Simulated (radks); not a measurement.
Bi IV, 80 electrons, occupied as [Hg] (the NIST ground configuration). All-electron calculation, Dirac Kohn-Sham, PBE, spin-unpolarised, spherical densities, finite nucleus; Fermi nuclear charge, rms radius 5.5211 fm. Program: a radial shooting solver on a logarithmic mesh with Libxc functionals.

Normalised radial functions P(r) = r R(r) (large component), r in bohr:

r            5p1/2
0.0008157   0.0106
0.001088    0.0141
0.001463    0.0191
0.001966    0.0261
0.002644    0.0361
0.003526    0.0500
0.004741    0.0703
0.006374    0.0990
0.00857     0.1384
0.01143     0.1881
0.01537     0.2485
0.02066     0.3079
0.02756     0.3422
0.03705     0.3145
0.04981     0.1791
0.06697    -0.0749
0.08932    -0.3565
0.1201     -0.4799
0.1615     -0.2272
0.2171      0.3318
0.2895      0.6974
0.3893      0.3836
0.5233     -0.4928
0.7036     -1.1814
0.9385     -1.1763
1.262      -0.6960
1.696      -0.2526
2.263      -0.0559
3.042      -0.0061
4.09       -0.0003
5.499      0.0000

5p1/2: eigenvalue -141.90 eV, 3 radial nodes at r = 0.0620, 0.184, 0.448 bohr, <r> = 0.885 bohr, 90 % of the charge inside 1.27 bohr.
